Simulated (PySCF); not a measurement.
PySCF input file for 3-fluoro-3-methylbut-1-yne (C5H7F), SMILES C(C#C)(F)(C)C, TPSSh-D3(BJ)/def2-SVP. Geometry: TPSSh-D3(BJ)/def2-SVP.

```python
import numpy as np
from pyscf import gto, scf, dft, df
from pyscf.hessian import thermo

mol = gto.M(
    atom='''
    C     2.37730415   -0.08172906   -0.00000000
    C     1.16592792   -0.01860935    0.00000000
    C    -0.30640844    0.02287668    0.00000000
    C    -0.87336785   -0.60443726   -1.27392121
    C    -0.87336784   -0.60443724    1.27392122
    F    -0.69997287    1.37441590   -0.00000001
    H     3.44992145   -0.12664220   -0.00000001
    H    -0.48056215   -0.07822822   -2.15487809
    H    -0.59474745   -1.66615722   -1.33953956
    H    -1.97003703   -0.51815641   -1.26314367
    H    -1.97003702   -0.51815639    1.26314369
    H    -0.59474744   -1.66615719    1.33953960
    H    -0.48056215   -0.07822819    2.15487810
    ''',
    basis='def2-SVP',
    charge=0,
    spin=0,
    max_memory=1600,
    verbose=3,
)
mf = dft.RKS(mol, xc='tpssh').density_fit(auxbasis='def2-universal-jkfit')
mf.disp = 'd3bj'
mf.grids.level = 4
mf.conv_tol = 1e-11
mf.max_cycle = 100
mf.kernel()

# [left out here: the lines that compute and print the analytic Hessian (its translational invariance restored by hand, since the grid's response is missing), thermochemistry and intensities]
```

Output:

```
converged SCF energy = -294.322889834452

WARN: MGGA Hessian is sensitive to dft grids. grids.level 4 may not be dense enough.


WARN: DFTD3 does not support analytical Hessian, using finite difference


WARN: Mole.unit (angstrom) is changed to Bohr

Mode                                 0                   1                   2
Irrep
Freq [cm^-1]                      171.6754            177.0911            224.5688
Reduced mass [au]                   3.0315              3.3535              1.0243
Force const [Dyne/A]                0.0526              0.0620              0.0304
Char temp [K]                     247.0027            254.7946            323.1046
Normal mode                   x     y     z       x     y     z       x     y     z
       0   C                -0.00 -0.00 -0.16   -0.01 -0.15  0.00   -0.00 -0.00  0.00
       1   C                -0.00  0.00  0.07    0.00  0.08 -0.00   -0.00  0.00 -0.00
       2   C                -0.00  0.00  0.05    0.00  0.05 -0.00   -0.00 -0.00 -0.00
       3   C                 0.11 -0.01  0.01    0.07  0.01 -0.01   -0.02  0.02 -0.00
       4   C                -0.11  0.01  0.01    0.07  0.01  0.01    0.02 -0.02 -0.00
       5   F                -0.00  0.00  0.03   -0.11  0.02 -0.00   -0.00 -0.00  0.01
       6   H                -0.00 -0.00 -0.31   -0.02 -0.32  0.00   -0.00 -0.00  0.00
       7   H                 0.21 -0.03  0.04    0.00  0.08  0.00    0.26 -0.24 -0.03
       8   H                 0.13 -0.01  0.05    0.20  0.05 -0.03   -0.37 -0.09  0.18
       9   H                 0.11 -0.02 -0.10    0.06 -0.13 -0.01    0.01  0.39 -0.14
      10   H                -0.11  0.02 -0.10    0.06 -0.13  0.01   -0.01 -0.39 -0.14
      11   H                -0.13  0.01  0.05    0.20  0.05  0.03    0.37  0.09  0.18
      12   H                -0.21  0.03  0.04    0.00  0.08 -0.00   -0.26  0.24 -0.03
Mode                                 3                   4                   5
Irrep
Freq [cm^-1]                      265.6348            338.1872            380.1896
Reduced mass [au]                   1.1103              2.3720              3.7900
Force const [Dyne/A]                0.0462              0.1598              0.3228
Char temp [K]                     382.1893            486.5761            547.0082
Normal mode                   x     y     z       x     y     z       x     y     z
       0   C                -0.00  0.02 -0.00    0.01 -0.02 -0.00    0.00 -0.00 -0.03
       1   C                -0.01 -0.04  0.00    0.02  0.08  0.00    0.00 -0.00  0.12
       2   C                -0.01 -0.02  0.00    0.01  0.06  0.00    0.00 -0.00  0.06
       3   C                -0.03  0.01 -0.01   -0.04 -0.08  0.09   -0.02  0.08  0.04
       4   C                -0.03  0.01  0.01   -0.04 -0.08 -0.09    0.02 -0.08  0.04
       5   F                 0.05 -0.00  0.00    0.04  0.07 -0.00   -0.00 -0.00 -0.14
       6   H                -0.00  0.06 -0.00    0.01 -0.09 -0.00    0.00  0.00 -0.13
       7   H                -0.30  0.28  0.03   -0.16 -0.19 -0.03   -0.03  0.18  0.09
       8   H                 0.28  0.11 -0.23    0.02 -0.07  0.23   -0.08  0.08 -0.10
       9   H                -0.05 -0.32  0.16   -0.04 -0.16  0.19   -0.02  0.15  0.09
      10   H                -0.05 -0.32 -0.16   -0.04 -0.16 -0.19    0.02 -0.15  0.09
      11   H                 0.28  0.11  0.23    0.02 -0.07 -0.23    0.08 -0.08 -0.10
      12   H                -0.30  0.28 -0.03   -0.16 -0.19  0.03    0.03 -0.18  0.09
Mode                                 6                   7                   8
Irrep
Freq [cm^-1]                      401.3355            554.4549            556.6344
Reduced mass [au]                   3.0968              6.2031              4.3929
Force const [Dyne/A]                0.2939              1.1235              0.8019
Char temp [K]                     577.4324            797.7371            800.8729
Normal mode                   x     y     z       x     y     z       x     y     z
       0   C                 0.11 -0.01 -0.00    0.04  0.02  0.00    0.00  0.00 -0.03
       1   C                 0.11  0.03 -0.00    0.02 -0.21 -0.00    0.00 -0.00  0.21
       2   C                 0.07 -0.02 -0.00    0.00  0.06  0.00   -0.00  0.00 -0.07
       3   C                -0.06  0.04  0.03    0.02  0.02  0.04   -0.05 -0.04 -0.07
       4   C                -0.06  0.04 -0.03    0.02  0.02 -0.04    0.05  0.04 -0.07
       5   F                -0.08 -0.07  0.00   -0.09  0.06 -0.00   -0.00  0.00  0.04
       6   H                 0.11 -0.05  0.00    0.05  0.18  0.00    0.00  0.00 -0.15
       7   H                -0.16  0.07  0.01    0.01 -0.04  0.01   -0.15 -0.10 -0.14
       8   H                -0.17  0.02 -0.07    0.08  0.02  0.13   -0.07 -0.05 -0.02
       9   H                -0.05  0.14  0.20    0.02 -0.04  0.03   -0.05 -0.05  0.04
      10   H                -0.05  0.14 -0.20    0.02 -0.04 -0.03    0.05  0.05  0.04
[...]
       1   C                -0.00 -0.00  0.00   -0.00 -0.00 -0.00    0.00 -0.00  0.00
       2   C                 0.00  0.00 -0.03   -0.00  0.00 -0.01    0.04  0.02  0.00
       3   C                 0.03  0.02 -0.01   -0.02  0.03 -0.01    0.01  0.01 -0.03
       4   C                -0.03 -0.02 -0.01    0.02 -0.03 -0.01    0.01  0.01  0.03
       5   F                -0.00  0.00  0.00    0.00 -0.00  0.00   -0.00 -0.00  0.00
       6   H                -0.00 -0.00 -0.00    0.00  0.00 -0.00   -0.01  0.00 -0.00
       7   H                 0.01  0.27  0.14    0.42 -0.22  0.04    0.11  0.25  0.17
       8   H                -0.43 -0.12  0.20   -0.06  0.03 -0.24   -0.40 -0.11  0.18
       9   H                -0.01 -0.37 -0.04   -0.03 -0.26  0.34   -0.02 -0.39  0.02
      10   H                 0.01  0.37 -0.04    0.03  0.26  0.34   -0.02 -0.39 -0.02
      11   H                 0.43  0.12  0.20    0.06 -0.03 -0.24   -0.40 -0.11 -0.18
      12   H                -0.01 -0.27  0.14   -0.42  0.22  0.04    0.11  0.25 -0.17
Mode                                24                  25                  26
Irrep
Freq [cm^-1]                     1494.8190           2213.1479           3046.4190
Reduced mass [au]                   1.0546              5.9550              1.0343
Force const [Dyne/A]                1.3884             17.1852              5.6554
Char temp [K]                    2150.7117           3184.2271           4383.1187
Normal mode                   x     y     z       x     y     z       x     y     z
       0   C                 0.01 -0.00 -0.00   -0.16  0.01 -0.00   -0.00  0.00 -0.00
       1   C                -0.00 -0.00  0.00    0.22 -0.01  0.00    0.00 -0.00  0.00
       2   C                -0.03  0.03 -0.00   -0.03 -0.00 -0.00    0.00  0.00 -0.00
       3   C                -0.02  0.02 -0.01   -0.00 -0.00 -0.00    0.02  0.01  0.03
       4   C                -0.02  0.02  0.01   -0.00 -0.00  0.00   -0.02 -0.01  0.03
       5   F                 0.00 -0.00 -0.00   -0.00  0.00  0.00   -0.00  0.00 -0.00
       6   H                 0.01  0.00 -0.00   -0.30  0.01  0.00    0.00 -0.00 -0.00
       7   H                 0.41 -0.25  0.03    0.00  0.00  0.00    0.13  0.18 -0.28
       8   H                 0.01  0.04 -0.28    0.00 -0.00 -0.00    0.11 -0.39 -0.02
       9   H                -0.03 -0.16  0.37   -0.00  0.00  0.01   -0.43  0.04  0.01
      10   H                -0.03 -0.16 -0.37   -0.00  0.00 -0.01    0.44 -0.04  0.01
      11   H                 0.01  0.04  0.28    0.00 -0.00  0.00   -0.11  0.39 -0.02
      12   H                 0.41 -0.25 -0.03    0.00  0.00 -0.00   -0.13 -0.18 -0.28
Mode                                27                  28                  29
Irrep
Freq [cm^-1]                     3049.5549           3141.1157           3145.7521
Reduced mass [au]                   1.0349              1.1051              1.1042
Force const [Dyne/A]                5.6707              6.4240              6.4378
Char temp [K]                    4387.6305           4519.3661           4526.0369
Normal mode                   x     y     z       x     y     z       x     y     z
       0   C                -0.00  0.00 -0.00    0.00 -0.00  0.00    0.00 -0.00  0.00
       1   C                 0.00 -0.00 -0.00   -0.00  0.00 -0.00    0.00  0.00  0.00
       2   C                 0.00  0.00  0.00   -0.00  0.00  0.00   -0.00  0.00 -0.00
       3   C                -0.02 -0.01 -0.03    0.05 -0.04 -0.01   -0.05  0.03  0.01
       4   C                -0.02 -0.01  0.03   -0.05  0.04 -0.01   -0.05  0.03 -0.01
       5   F                 0.00 -0.00  0.00    0.00 -0.00  0.00    0.00 -0.00  0.00
       6   H                -0.00  0.00 -0.00    0.00 -0.00  0.00    0.00 -0.00  0.00
       7   H                -0.14 -0.18  0.29   -0.02 -0.05  0.07    0.05  0.08 -0.12
       8   H                -0.10  0.38  0.02   -0.11  0.44  0.02    0.10 -0.41 -0.02
       9   H                 0.43 -0.04 -0.01   -0.49  0.04  0.01    0.50 -0.04 -0.01
      10   H                 0.43 -0.04  0.01    0.49 -0.04  0.01    0.50 -0.04  0.01
      11   H                -0.10  0.38 -0.02    0.11 -0.44  0.02    0.10 -0.41  0.02
      12   H                -0.14 -0.18 -0.29    0.02  0.05  0.07    0.05  0.08  0.12
Mode                                30                  31                  32
Irrep
Freq [cm^-1]                     3152.3836           3153.5444           3471.3907
Reduced mass [au]                   1.1049              1.1049              1.1616
Force const [Dyne/A]                6.4694              6.4742              8.2471
Char temp [K]                    4535.5781           4537.2483           4994.5583
Normal mode                   x     y     z       x     y     z       x     y     z
       0   C                 0.00 -0.00 -0.00   -0.00 -0.00 -0.00    0.11 -0.00 -0.00
       1   C                 0.00  0.00 -0.00   -0.00 -0.00 -0.00   -0.03  0.00  0.00
       2   C                -0.00 -0.00  0.00    0.00  0.00  0.00    0.00 -0.00 -0.00
       3   C                -0.03 -0.05  0.04    0.02  0.05 -0.03    0.00  0.00  0.00
       4   C                 0.03  0.05  0.04    0.02  0.05  0.03    0.00  0.00 -0.00
       5   F                 0.00  0.00 -0.00    0.00 -0.00 -0.00    0.00 -0.00  0.00
       6   H                 0.00 -0.00  0.00   -0.00  0.00  0.00   -0.92  0.04  0.00
       7   H                 0.20  0.27 -0.45   -0.20 -0.26  0.44    0.00  0.00 -0.00
       8   H                -0.08  0.30  0.02    0.10 -0.34 -0.03    0.00 -0.00 -0.00
       9   H                 0.18 -0.02  0.00   -0.13  0.02 -0.00   -0.00 -0.00 -0.00
      10   H                -0.18  0.02  0.00   -0.13  0.02  0.00   -0.00 -0.00  0.00
      11   H                 0.08 -0.30  0.02    0.10 -0.35  0.03    0.00 -0.00  0.00
      12   H                -0.20 -0.27 -0.45   -0.20 -0.26 -0.44    0.00  0.00  0.00
temperature 298.1500 [K]
pressure 101325.00 [Pa]
Rotational constants [GHz] 4.79389 2.74019 2.66873
Symmetry number 1
Zero-point energy (ZPE) 0.10419 [Eh]   273551.717 [J/mol]
                           tot       elec      trans        rot        vib
Entropy [J/mol/K]       334.995      0.000    164.315    111.375     59.305
Cv [J/mol/K]            106.311      0.000     12.472     12.472     81.368
Cp [J/mol/K]            114.626      0.000     20.786     12.472     81.368
Internal energy [J/mol]                      3718.434   3718.434 284507.016
Internal energy [Eh]   -294.21169  -294.32289
Enthalpy [J/mol]                             6197.391   3718.434 284507.016
Enthalpy [Eh]          -294.21075
Gibbs free energy [J/mol]                  -42793.101 -29488.029 266825.306
Gibbs free energy [Eh] -294.24879
mode   freq/cm-1   IR/(km/mol)
   1      171.68         0.863
   2      177.09         2.371
   3      224.57         0.001
   4      265.63         0.309
   5      338.19         2.702
   6      380.19         1.237
   7      401.34         1.646
   8      554.45         7.963
   9      556.63        11.439
  10      678.03        38.941
  11      715.56        28.953
  12      717.94         4.706
  13      897.34        36.475
  14      930.62         0.001
  15      971.19        25.055
  16     1011.46         0.049
  17     1185.13        65.901
  18     1216.95        27.923
  19     1260.28        66.156
  20     1388.28         9.929
  21     1405.06         8.113
  22     1465.24         1.539
  23     1472.01         0.038
  24     1481.29         0.892
  25     1494.82         4.042
  26     2213.15         2.183
  27     3046.42         9.352
  28     3049.55        11.297
  29     3141.12         0.346
  30     3145.75        27.526
  31     3152.38         8.578
  32     3153.54        13.847
  33     3471.39        59.277
max |gradient| / (hartree/bohr): 2.0143554046023016e-05
APT charges: [-0.2665 -0.153   0.7836 -0.0077 -0.0077 -0.5481  0.2076  0.0017  0.0062
 -0.012  -0.012   0.0062  0.0017]
```

The run converged.
